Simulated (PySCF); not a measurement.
NbSe(OH)3 (singlet state).
Cartesian coordinates in Å at the PBE0-D3(BJ)/def2-SVP level; atoms count from 1:
```xyz
8
H3NbO3Se angstrom
Nb     0.0164   -0.0056    0.0269
Se     0.1254    0.0423    2.3096
O      1.7392    0.2268   -0.6867
H      2.6078    0.3279   -0.2855
O     -1.0932    1.3766   -0.5920
H     -1.6111    2.0675   -0.1684
O     -0.6757   -1.6514   -0.5487
H     -0.9705   -2.4698   -0.1391
```

Computed with PBE0-D3(BJ)/def2-SVP geometry optimisation, gas phase, def2 core potentials past Kr in PySCF.

Problem. Which atoms are bound to Nb1, and at what distances?

Solution. 4 atoms: O7 1.876 Å, O5 1.877 Å, O3 1.879 Å, Se2 2.286 Å. The nearest atom not counted as bound is H4, at 2.63 Å.

Problem. List the angles at Nb1.

Solution. 
| angle | degrees | distance of the outer atoms (Å) |
| --- | --- | --- |
| Se2–Nb1–O7 | 110.0 | 3.42 |
| Se2–Nb1–O5 | 110.0 | 3.42 |
| Se2–Nb1–O3 | 109.4 | 3.41 |
| O3–Nb1–O7 | 109.3 | 3.06 |
| O5–Nb1–O7 | 109.1 | 3.06 |
| O3–Nb1–O5 | 109.0 | 3.06 |

Problem. What is the shape at Nb1?

Solution. Tetrahedral: angles from 109.0° to 110.0°; τ4 = (360° − α − β)/141° = 0.99 with α and β the two widest (0 for a square, 1 for a tetrahedron).

Problem. What are the other bond lengths?

Solution. O3–H4, O5–H6, O7–H8 0.962 Å.

Charge 0, singlet. No frequency check.

Hardware: Arm Neoverse V2, one thread, no GPU, on a shared host. Cost: 82 s, 0.49 GiB resident at most. This is the geometry optimisation.
